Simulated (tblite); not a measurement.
Species: C₆H₁₁O₂P.
SMILES with atom numbers: `[CH3:1][O:2][C:3]1=[CH:4][CH2:5][P:6]([CH2:7][OH:8])[CH2:9]1` (hydrogens: H10, H11, H12 on C1; H13 on C4; H14, H15 on C5; H16, H17 on C7; H18 on O8; H19, H20 on C9)

Computed with GFN2-xTB (tblite), gas phase: L-BFGS steps from a force-field or distance-geometry start until the largest atomic force falls under 0.01 eV/Å.

Step 10: E = -791.0211 eV
```
atom  x, y, z in Å  |  force x, y, z in eV/Å
C1      3.0212    0.7846   -0.6031   -0.063  -0.021   0.039
O2      1.7998    0.4139   -1.2057    0.078   0.039  -0.071
C3      0.8474   -0.1193   -0.3981    0.101  -0.072  -0.105
C4      0.7949   -0.1426    0.9294   -0.077  -0.042   0.053
C5     -0.3700   -0.8911    1.4930   -0.160  -0.034   0.019
P6     -1.6276   -1.0442    0.1231   -0.180  -0.406  -0.065
C7     -2.3774    0.6690    0.0589    0.018   0.025   0.011
O8     -3.6827    0.6331   -0.4752    0.069  -0.060  -0.059
C9     -0.2617   -0.8511   -1.1187    0.091  -0.020   0.016
H10     3.6034    1.2910   -1.3756   -0.063  -0.089   0.103
H11     3.5566   -0.1018   -0.2412    0.001   0.038  -0.070
H12     2.8638    1.4540    0.2476    0.000   0.109  -0.105
H13     1.5091    0.2917    1.6085    0.029  -0.033  -0.071
H14    -0.7921   -0.4417    2.3910   -0.048   0.108   0.045
H15    -0.0896   -1.9211    1.7524    0.061   0.047   0.052
H16    -1.7985    1.3193   -0.5959    0.107   0.149  -0.006
H17    -2.3843    1.0940    1.0703   -0.065   0.070   0.132
H18    -4.1023   -0.2028   -0.2368   -0.019   0.055   0.078
H19     0.0752   -1.8585   -1.3890    0.090   0.027  -0.042
H20    -0.5904   -0.3656   -2.0379    0.030   0.111   0.045
```

Step 11: E = -791.0314 eV
```
atom  x, y, z in Å  |  force x, y, z in eV/Å
C1      3.0171    0.7814   -0.6053   -0.036   0.009   0.029
O2      1.8009    0.4081   -1.2094    0.002   0.006  -0.035
C3      0.8499   -0.1171   -0.3950   -0.001  -0.116  -0.218
C4      0.7920   -0.1407    0.9313   -0.063  -0.045   0.107
C5     -0.3748   -0.8882    1.4958   -0.155  -0.051  -0.037
P6     -1.6269   -1.0523    0.1196   -0.106  -0.227  -0.076
C7     -2.3696    0.6681    0.0592   -0.009  -0.030   0.021
O8     -3.6726    0.6264   -0.4818    0.051  -0.041  -0.064
C9     -0.2583   -0.8462   -1.1215    0.040  -0.051   0.022
H10     3.5986    1.2858   -1.3767   -0.008  -0.051   0.057
H11     3.5534   -0.1032   -0.2424    0.012   0.041  -0.027
H12     2.8485    1.4561    0.2376    0.043   0.105  -0.049
H13     1.5085    0.2832    1.6142    0.037  -0.010  -0.070
H14    -0.8034   -0.4319    2.3901   -0.003   0.039  -0.015
H15    -0.0903   -1.9184    1.7520    0.045   0.083   0.106
H16    -1.7869    1.3226   -0.5938    0.031   0.074   0.085
H17    -2.3856    1.0846    1.0769   -0.046   0.064   0.037
H18    -4.1017   -0.2009   -0.2264    0.024   0.100   0.070
H19     0.0843   -1.8547   -1.3872    0.061   0.091  -0.090
H20    -0.5884   -0.3520   -2.0403    0.077   0.009   0.148
```

Step 12: E = -791.0378 eV
```
atom  x, y, z in Å  |  force x, y, z in eV/Å
C1      3.0143    0.7799   -0.6057   -0.014   0.028   0.011
O2      1.8018    0.4056   -1.2123   -0.053  -0.026   0.006
C3      0.8518   -0.1183   -0.3951   -0.060  -0.113  -0.158
C4      0.7891   -0.1408    0.9321   -0.046  -0.039   0.059
C5     -0.3804   -0.8876    1.4967   -0.098  -0.040  -0.061
P6     -1.6290   -1.0616    0.1162   -0.020  -0.036  -0.063
C7     -2.3654    0.6672    0.0599   -0.009  -0.065   0.025
O8     -3.6664    0.6224   -0.4865    0.048  -0.011  -0.069
C9     -0.2559   -0.8449   -1.1224   -0.015  -0.070   0.019
H10     3.5959    1.2820   -1.3758    0.037  -0.013   0.005
H11     3.5521   -0.1031   -0.2438    0.014   0.031   0.013
H12     2.8416    1.4597    0.2313    0.053   0.094  -0.008
H13     1.5088    0.2785    1.6154    0.013  -0.013  -0.074
H14    -0.8094   -0.4258    2.3897    0.009  -0.003  -0.062
H15    -0.0895   -1.9156    1.7540    0.026   0.084   0.134
H16    -1.7802    1.3261   -0.5912   -0.021   0.000   0.146
H17    -2.3874    1.0812    1.0812   -0.032   0.031  -0.038
H18    -4.1013   -0.1983   -0.2197    0.033   0.109   0.070
H19     0.0904   -1.8516   -1.3882    0.051   0.085  -0.123
H20    -0.5862   -0.3443   -2.0390    0.084  -0.033   0.170
```

Task: Estimate the geometry and energy of step 13. (The exact step hangs on the optimiser's Hessian estimate; all steps are aligned on step 12, rigid shifts and turns removed.)

Result: E = -791.0435 eV, largest force 0.187 eV/Å
```
atom  x, y, z in Å  |  force x, y, z in eV/Å
C1      3.0115    0.7792   -0.6058    0.002   0.039  -0.008
O2      1.8017    0.4031   -1.2149   -0.077  -0.048   0.046
C3      0.8525   -0.1214   -0.3963   -0.079  -0.079  -0.025
C4      0.7858   -0.1417    0.9322   -0.026  -0.030  -0.022
C5     -0.3869   -0.8879    1.4960   -0.014  -0.017  -0.057
P6     -1.6316   -1.0706    0.1121    0.048   0.113  -0.030
C7     -2.3622    0.6651    0.0611   -0.003  -0.072   0.025
O8     -3.6603    0.6193   -0.4921    0.041   0.009  -0.069
C9     -0.2543   -0.8453   -1.1223   -0.053  -0.080   0.013
H10     3.5943    1.2786   -1.3748    0.064   0.017  -0.041
H11     3.5513   -0.1022   -0.2446    0.008   0.024   0.048
H12     2.8372    1.4645    0.2260    0.051   0.072   0.015
H13     1.5095    0.2746    1.6147   -0.024  -0.025  -0.080
H14    -0.8141   -0.4208    2.3883    0.000  -0.026  -0.095
H15    -0.0883   -1.9117    1.7586    0.004   0.062   0.145
H16    -1.7751    1.3291   -0.5861   -0.044  -0.057   0.173
H17    -2.3896    1.0793    1.0841   -0.026  -0.010  -0.084
H18    -4.1005   -0.1942   -0.2126    0.024   0.108   0.066
H19     0.0965   -1.8477   -1.3919    0.045   0.033  -0.148
H20    -0.5827   -0.3387   -2.0348    0.059  -0.036   0.128
```

The energy changes by -0.0057 eV. The first-order estimate −F·Δx gives -0.0077 eV and the mean of the old and new forces, exact on a quadratic surface, -0.0058 eV. The step makes an angle of 55° with the force vector and moves no atom by more than 0.010 Å.
